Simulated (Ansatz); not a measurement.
Consider the formal exchange of groups at a B–C bond: `ClBCCl` + `C[Si](C)(C)C` → `C[Si](C)(C)CBCl` + `CCl`.

Gas-phase electronic energies from Ansatz, PBE0-D4/def2-TZVP geometries. CBS: MP2 limit from def2 TZ/QZ plus the TZ coupled-cluster correction, frozen cores. This one scheme is used for every species. Each species was taken in one conformer, which may not be the lowest.

```
          species  CCSD(T)/def2-SVP energy (Eh)
         `ClBCCl`                    -983.54487
   `C[Si](C)(C)C`                    -448.01521
`C[Si](C)(C)CBCl`                    -932.31428
            `CCl`                    -499.25486
```

(1) Work out ΔE.

Largest T1 diagnostic among the species: 0.011.

Results:

(1) ΔE = (-932.31428) + (-499.25486) − (-983.54487) − (-448.01521) = -0.00906 Eh = -0.25 eV. CCSD(T)/CBS gives -0.29 eV.

In def2-TZVPP, CCSD(T) changes the Hartree–Fock value by −0.04 eV (the triples alone add −0.01 eV) and MP2 by −0.06 eV. From BLYP to BHLYP (50 % exact exchange), in def2-TZVPP and without D4, ΔE moves by −0.05 eV. Leaving LDA and LC-ωPBE aside and taking each functional with its dispersion term where it has one, the values, not all of them listed here, spread over 0.05 eV, from BHLYP-D4 to B2PLYP. LDA lies −0.04 eV from PBE without D4.
